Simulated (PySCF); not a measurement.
B(F)2(Vi), C2H3BF2, SMILES C=CB(F)F, B3LYP/def2-SVP optimised geometry.

```
8

B     -1.33    -0.49     0.00
F     -2.02    -1.62     0.00
F     -2.03     0.63     0.00
C      0.22    -0.49     0.00
C      0.93     0.65     0.02
H      0.75    -1.45    -0.01
H      2.03     0.65     0.02
H      0.44     1.62     0.03
```

Density from B3LYP/def2-TZVP (PySCF) at that geometry.

Minimum of the electron density along straight lines between bonded atoms, close to the bond critical point (lines longer than 1.1 times the sum of covalent radii, or with two minima, are not listed):

| bond | length / Å | ρ at the minimum / e bohr⁻³ | ∇²ρ there / e bohr⁻⁵ | position (fraction from the first atom) |
|---|---|---|---|---|
| B1–F2 | 1.325 | 0.204 | 1.19 | 0.34 |
| B1–F3 | 1.327 | 0.203 | 1.17 | 0.34 |
| B1–C4 | 1.550 | 0.201 | ___ | 0.33 |
| C4–C5 | 1.343 | ___ | -1.06 | 0.49 |
| C4–H6 | 1.096 | 0.277 | -0.96 | 0.65 |
| C5–H7 | 1.095 | 0.281 | -0.99 | 0.65 |
| C5–H8 | 1.096 | 0.281 | -0.99 | 0.65 |

Complete the blanks.


- B1–C4, ∇²ρ there / e bohr⁻⁵: -0.36
- C4–C5, ρ at the minimum / e bohr⁻³: 0.347
